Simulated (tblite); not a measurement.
C4H6F2O2.
Structure used (GFN2-xTB), in Å, numbered top down from 1:
```
atom  x, y, z in Å
C1     2.0265   -0.0489    0.1377
O2     0.8479   -0.4626   -0.5256
C3    -0.3377   -0.1707    0.1600
C4    -1.4714   -0.8663   -0.6184
F5    -2.6190   -0.8830    0.1153
C6    -0.6156    1.3197    0.2246
O7    -0.1979    2.1890   -0.4508
F8    -1.4815    1.5985    1.2329
H9     2.0922    1.0403    0.2043
H10    2.8497   -0.4236   -0.4657
H11    2.0822   -0.4801    1.1435
H12   -0.3216   -0.5642    1.1921
H13   -1.6756   -0.3464   -1.5589
H14   -1.1789   -1.9022   -0.8132
```

Level: GFN2-xTB in tblite, geometry and Hessian alike; calculated harmonic values, unscaled, isolated species. Against measured fundamentals such values can be off by several per cent, at times by over 20. One conformer, not necessarily the lowest.

Harmonic wavenumbers (cm⁻¹): 27.6, 62.2, 93.4, 158.4, 183.3, 202.3, 264.3, 371.8, 425.1, 483.1, 628.7, 672.7, 814.8, 978.9, 995.0, 1028.0, 1052.1, 1082.6, 1119.0, 1133.7, 1164.7, 1178.5, 1244.8, 1280.6, 1313.3, 1403.2, 1439.2, 1463.8, 1476.5, 1873.2, 2832.0, 2926.3, 2961.0, 2965.8, 2969.0, 3043.1.

A = 2422, B = 1742, C = 1186 MHz; mass 124.034 u (most abundant isotopes); point group C1, symmetry number 1.

Task: What is the zero-point energy?

Result: ½Σν̃ = 21656 cm⁻¹ = 61.92 kcal/mol.

Task: What is S at 400 K and 1 bar for an ideal gas of classical rigid rotors and harmonic oscillators?

Result: Translation 41.85, rotation 29.43, vibration 34.84: S = 106.1 cal/(mol K).

Task: And Cp and H(400 K) − H(0)?

Result: Cp = 38.41 cal/(mol K), of which vibrations give 30.46 (their classical limit is 36 R = 71.5); H(400 K) − H(0) = 9.82 kcal/mol without the zero-point energy, 6.64 from vibrations.

Task: What must be added to the electronic energy to get the Gibbs energy at 400 K and 1 bar?

Result: ZPE + [H(400 K) − H(0)] − T·S = 61.92 + 9.82 − 42.45 = 29.29 kcal/mol.

Task: Which modes carry the vibrational entropy at 400 K?

Result: 27.6 cm⁻¹: 6.58; 62.2 cm⁻¹: 4.97; 93.4 cm⁻¹: 4.16; 158.4 cm⁻¹: 3.13; 183.3 cm⁻¹: 2.85; 202.3 cm⁻¹: 2.66 cal/(mol K); the other 30 give 10.49 together.

Task: How do the functions run with temperature in this model?

Result: 
```json
{"T (K)": "100", "S (cal/(mol K))": "70.0", "Cp (cal/(mol K))": "18.2", "H − H(0) (kcal/mol)": "1.33", "G − H(0) (kcal/mol)": "-5.67", "ln q(vib)": "2.21"}
{"T (K)": "200", "S (cal/(mol K))": "84.7", "Cp (cal/(mol K))": "24.9", "H − H(0) (kcal/mol)": "3.49", "G − H(0) (kcal/mol)": "-13.45", "ln q(vib)": "4.75"}
{"T (K)": "300", "S (cal/(mol K))": "96.1", "Cp (cal/(mol K))": "31.6", "H − H(0) (kcal/mol)": "6.32", "G − H(0) (kcal/mol)": "-22.51", "ln q(vib)": "7.04"}
{"T (K)": "500", "S (cal/(mol K))": "115.4", "Cp (cal/(mol K))": "44.4", "H − H(0) (kcal/mol)": "13.97", "G − H(0) (kcal/mol)": "-43.70", "ln q(vib)": "11.23"}
{"T (K)": "800", "S (cal/(mol K))": "139.2", "Cp (cal/(mol K))": "56.9", "H − H(0) (kcal/mol)": "29.35", "G − H(0) (kcal/mol)": "-82.02", "ln q(vib)": "16.95"}
{"T (K)": "1000", "S (cal/(mol K))": "152.5", "Cp (cal/(mol K))": "62.1", "H − H(0) (kcal/mol)": "41.28", "G − H(0) (kcal/mol)": "-111.22", "ln q(vib)": "20.44"}
```

q(vib) and H(0) count from the zero-point level.

Task: Blend soft modes into free rotors: weight 1/[1 + (100 cm⁻¹/ν̃)⁴] for the oscillator and the rest for a rotor with moment μB/(μ + B), μ = h/(8π²ν), B = 10⁻⁴⁴ kg m². What vibrational entropy results?

Result: 30.89 cal/(mol K) in place of 34.84, which changes −T·S at 400 K by +1.58 kcal/mol.

Hindered rotation and anharmonicity are outside this model. Other conformers, if any are populated, would add a mixing term that is left out. The structure is chiral; the term R ln 2 for an equal mix with its mirror image is left out.
